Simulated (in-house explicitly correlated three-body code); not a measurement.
Computed with an exponentially correlated three-body code. Model: two electrons around a point charge, non-relativistic, variational in 260 exponentially correlated functions (energies converged to about 1e-7 hartree, or 1e-8 relative for large Z).

Command:
```bash
python run_hyl.py task.json out
```
Settings (lengths in bohr, energies in hartree):
```
Z                      7
screening              0.35
interaction_strength   1
functions              260
states_tried           13
```

Cost of the run: 2.6 min on 1 thread of Arm Neoverse N1 (shared host).

**Those bound S and P states to n = 4 that converged, binding against the one-electron ion.**

Given: nuclear charge 7; Yukawa screening of all interactions 0.35 1/bohr.

Computed: one-electron threshold -22.139005 hartree.

| term | energy (hartree) | binding (eV) |
| --- | --- | --- |
| 1 1S | -40.3996429 | 496.9 |
| 2 3S | -25.2018043 | 83.343 |
| 2 1S | -24.9730516 | 77.118 |
| 2 3P | ? | ? |
| 2 1P | ? | ? |
| 3 3S | -22.7706885 | 17.189 |
| 3 1S | -22.722233 | 15.87 |
| 3 3P | -22.6858721 | 14.881 |
| 3 1P | -22.6531965 | 13.992 |
| 4 3S | -22.2067997 | 1.8448 |
| 4 1S | -22.1972667 | 1.5854 |

(1) What belongs in the row 2 3P?

(2) What belongs in the row 2 1P?

**Converged states only, values per electron or pair (inverse distances are <exp(-kr)/r>).**

| term | mean r (bohr) | mean r squared (bohr²) | mean inverse r (1/bohr) | mean r12 (bohr) | mean inverse r12 (1/bohr) | mean cosine | mean p1 dot p2 (bohr⁻²) | delta r1 (bohr⁻³) | delta r12 (bohr⁻³) |
| --- | --- | --- | --- | --- | --- | --- | --- | --- | --- |
| 1 1S | 0.22706 | 0.069294 | 6.3387 | 0.33571 | 3.7238 | -0.018876 | 0.81188 | 98.804 | 10.191 |
| 2 3S | 0.58597 | 0.56594 | 3.9353 | 0.99147 | 0.89611 | -0.0059084 | 0.0547 | 59.346 | - |
| 2 1S | 0.60981 | 0.62142 | 3.9127 | 1.0295 | 1.0624 | -0.0086294 | 0.065805 | 58.938 | 1.5914 |
| 2 3P | 0.52511 | 0.45259 | 3.9146 | 0.8826 | 1.0892 | -0.066341 | -2.6826 | 53.906 | - |
| 2 1P | 0.54354 | 0.48959 | 3.8973 | 0.89116 | 1.1691 | 0.040866 | 2.5112 | 54.51 | 0.39048 |
| 3 3S | 1.317 | 3.3666 | 3.5035 | 2.4321 | 0.28606 | -0.0015247 | 0.012574 | 55.523 | - |
| 3 1S | ? | ? | ? | ? | ? | ? | ? | ? | ? |
| 3 3P | 1.2853 | 3.243 | 3.4956 | 2.3709 | 0.32037 | -0.012957 | -0.5065 | 54.299 | - |
| 3 1P | 1.3209 | 3.4388 | 3.4906 | 2.4368 | 0.3366 | 0.0079684 | 0.50904 | 54.412 | 0.097439 |
| 4 3S | ? | ? | ? | ? | ? | ? | ? | ? | - |
| 4 1S | 3.1369 | 20.931 | 3.3627 | 6.0635 | 0.070002 | -0.00043217 | 0.0031391 | 54.603 | 0.072207 |

(3) What belongs in the row 3 1S?

(4) What belongs in the row 4 3S?

**Electric-dipole lines between converged S and P states, rate of the upper state's decay.**

```csv
s state,p state,p minus s (eV),oscillator strength from s,rate (1/s)
1 1S,2 1P,425.09,0.63905,1.6703e+12
1 1S,3 1P,482.91,0.1096,3.6967e+11
2 1S,2 1P,5.3122,0.10545,4.3041e+07
2 1S,3 1P,63.126,0.28182,1.6243e+10
3 1S,2 1P,-55.936,-0.055686,7.5602e+09
3 1S,3 1P,1.8786,0.27642,1.411e+07
4 1S,2 1P,-70.221,-0.0069014,1.4766e+09
4 1S,3 1P,?,?,?
2 3S,2 3P,7.4705,0.13641,1.1011e+08
2 3S,3 3P,68.462,0.25885,1.7549e+10
3 3S,2 3P,?,?,?
3 3S,3 3P,2.308,0.31834,2.4527e+07
4 3S,2 3P,-74.028,-0.0074549,1.7727e+09
4 3S,3 3P,-13.036,-0.11188,8.2501e+08
```

(5) What belongs in the row 4 1S 3 1P?

(6) What belongs in the row 3 3S 2 3P?

**Static dipole response.**

```csv
state,polarisability (bohr³)
1 1S,0.0047154
2 3S,1.8783
```

Results:

(1) energy (hartree): -24.9272692; binding (eV): 75.873.

(2) energy (hartree): -24.7778331; binding (eV): 71.806.

(3) mean r (bohr): 1.3631; mean r squared (bohr²): 3.6272; mean inverse r (1/bohr): 3.497; mean r12 (bohr): 2.5222; mean inverse r12 (1/bohr): 0.31832; mean cosine: -0.002156; mean p1 dot p2 (bohr⁻²): 0.015818; delta r1 (bohr⁻³): 55.441; delta r12 (bohr⁻³): 0.36673.

(4) mean r (bohr): 2.9974; mean r squared (bohr²): 19.023; mean inverse r (1/bohr): 3.3656; mean r12 (bohr): 5.785; mean inverse r12 (1/bohr): 0.066523; mean cosine: -0.00031817; mean p1 dot p2 (bohr⁻²): 0.0025512; delta r1 (bohr⁻³): 54.625.

(5) p minus s (eV): -12.406; oscillator strength from s: -0.10046; rate (1/s): 6.7093e+08.

(6) p minus s (eV): -58.684; oscillator strength from s: -0.059624; rate (1/s): 8.9097e+09.
